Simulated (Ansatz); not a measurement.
Hg₄S₃. The state is a singlet with charge 0. Geometry r2SCAN-D4/def2-SVP.

Cartesian coordinates in Å:
```
Hg 0.015 2.035 1.739
Hg -0.890 -1.443 -3.458
Hg 2.293 0.595 1.409
Hg 0.211 -1.000 -0.371
S -2.261 1.125 1.158
S 2.468 -1.585 0.221
S -1.836 0.274 -0.699
```

In the def2 sets Hg takes a core potential; there is no spin–orbit coupling. Another isomer (singlet) lies 1.31 eV lower at PBE0-D4/def2-TZVP; other spin states weren't run for this one.

**Question.** Estimate the orbital energies around the gap (eV) in Ansatz with HF/def2-TZVP, LDA (SPW92)/def2-TZVP, PBE-D4/def2-TZVP, r2SCAN-D4/def2-TZVP, PBE0-D4/def2-SVP.

**Answer.** 
```json
{"orbital": "HOMO−13", "HF/def2-TZVP": "-16.75", "LDA (SPW92)/def2-TZVP": "-10.52", "PBE-D4/def2-TZVP": "-10.33", "r2SCAN-D4/def2-TZVP": "-10.73", "PBE0-D4/def2-SVP": "-12.14"}
{"orbital": "HOMO−12", "HF/def2-TZVP": "-16.74", "LDA (SPW92)/def2-TZVP": "-10.49", "PBE-D4/def2-TZVP": "-10.31", "r2SCAN-D4/def2-TZVP": "-10.71", "PBE0-D4/def2-SVP": "-12.13"}
{"orbital": "HOMO−11", "HF/def2-TZVP": "-16.70", "LDA (SPW92)/def2-TZVP": "-10.45", "PBE-D4/def2-TZVP": "-10.27", "r2SCAN-D4/def2-TZVP": "-10.68", "PBE0-D4/def2-SVP": "-12.09"}
{"orbital": "HOMO−10", "HF/def2-TZVP": "-16.70", "LDA (SPW92)/def2-TZVP": "-10.45", "PBE-D4/def2-TZVP": "-10.27", "r2SCAN-D4/def2-TZVP": "-10.67", "PBE0-D4/def2-SVP": "-12.08"}
{"orbital": "HOMO−9", "HF/def2-TZVP": "-13.80", "LDA (SPW92)/def2-TZVP": "-10.23", "PBE-D4/def2-TZVP": "-9.95", "r2SCAN-D4/def2-TZVP": "-10.28", "PBE0-D4/def2-SVP": "-11.36"}
{"orbital": "HOMO−8", "HF/def2-TZVP": "-12.36", "LDA (SPW92)/def2-TZVP": "-9.30", "PBE-D4/def2-TZVP": "-9.02", "r2SCAN-D4/def2-TZVP": "-9.32", "PBE0-D4/def2-SVP": "-10.18"}
{"orbital": "HOMO−7", "HF/def2-TZVP": "-11.91", "LDA (SPW92)/def2-TZVP": "-8.76", "PBE-D4/def2-TZVP": "-8.47", "r2SCAN-D4/def2-TZVP": "-8.75", "PBE0-D4/def2-SVP": "-9.62"}
{"orbital": "HOMO−6", "HF/def2-TZVP": "-11.33", "LDA (SPW92)/def2-TZVP": "-8.30", "PBE-D4/def2-TZVP": "-8.02", "r2SCAN-D4/def2-TZVP": "-8.28", "PBE0-D4/def2-SVP": "-9.12"}
{"orbital": "HOMO−5", "HF/def2-TZVP": "-10.87", "LDA (SPW92)/def2-TZVP": "-7.89", "PBE-D4/def2-TZVP": "-7.62", "r2SCAN-D4/def2-TZVP": "-7.88", "PBE0-D4/def2-SVP": "-8.64"}
{"orbital": "HOMO−4", "HF/def2-TZVP": "-9.78", "LDA (SPW92)/def2-TZVP": "-7.31", "PBE-D4/def2-TZVP": "-7.00", "r2SCAN-D4/def2-TZVP": "-7.22", "PBE0-D4/def2-SVP": "-7.89"}
{"orbital": "HOMO−3", "HF/def2-TZVP": "-9.39", "LDA (SPW92)/def2-TZVP": "-7.24", "PBE-D4/def2-TZVP": "-6.93", "r2SCAN-D4/def2-TZVP": "-7.13", "PBE0-D4/def2-SVP": "-7.70"}
{"orbital": "HOMO−2", "HF/def2-TZVP": "-8.94", "LDA (SPW92)/def2-TZVP": "-6.13", "PBE-D4/def2-TZVP": "-5.90", "r2SCAN-D4/def2-TZVP": "-6.13", "PBE0-D4/def2-SVP": "-6.92"}
{"orbital": "HOMO−1", "HF/def2-TZVP": "-8.33", "LDA (SPW92)/def2-TZVP": "-5.92", "PBE-D4/def2-TZVP": "-5.67", "r2SCAN-D4/def2-TZVP": "-5.85", "PBE0-D4/def2-SVP": "-6.43"}
{"orbital": "HOMO", "HF/def2-TZVP": "-7.90", "LDA (SPW92)/def2-TZVP": "-5.48", "PBE-D4/def2-TZVP": "-5.24", "r2SCAN-D4/def2-TZVP": "-5.41", "PBE0-D4/def2-SVP": "-6.03"}
{"orbital": "LUMO", "HF/def2-TZVP": "-0.69", "LDA (SPW92)/def2-TZVP": "-4.39", "PBE-D4/def2-TZVP": "-4.10", "r2SCAN-D4/def2-TZVP": "-4.09", "PBE0-D4/def2-SVP": "-3.54"}
{"orbital": "LUMO+1", "HF/def2-TZVP": "0.30", "LDA (SPW92)/def2-TZVP": "-3.25", "PBE-D4/def2-TZVP": "-2.94", "r2SCAN-D4/def2-TZVP": "-2.83", "PBE0-D4/def2-SVP": "-2.11"}
{"orbital": "LUMO+2", "HF/def2-TZVP": "0.44", "LDA (SPW92)/def2-TZVP": "-2.86", "PBE-D4/def2-TZVP": "-2.56", "r2SCAN-D4/def2-TZVP": "-2.40", "PBE0-D4/def2-SVP": "-1.78"}
{"orbital": "LUMO+3", "HF/def2-TZVP": "0.89", "LDA (SPW92)/def2-TZVP": "-2.67", "PBE-D4/def2-TZVP": "-2.37", "r2SCAN-D4/def2-TZVP": "-2.21", "PBE0-D4/def2-SVP": "-1.56"}
{"orbital": "LUMO+4", "HF/def2-TZVP": "1.21", "LDA (SPW92)/def2-TZVP": "-2.22", "PBE-D4/def2-TZVP": "-1.94", "r2SCAN-D4/def2-TZVP": "-1.75", "PBE0-D4/def2-SVP": "-0.99"}
{"orbital": "LUMO+5", "HF/def2-TZVP": "1.51", "LDA (SPW92)/def2-TZVP": "-1.74", "PBE-D4/def2-TZVP": "-1.49", "r2SCAN-D4/def2-TZVP": "-1.24", "PBE0-D4/def2-SVP": "-0.58"}
```
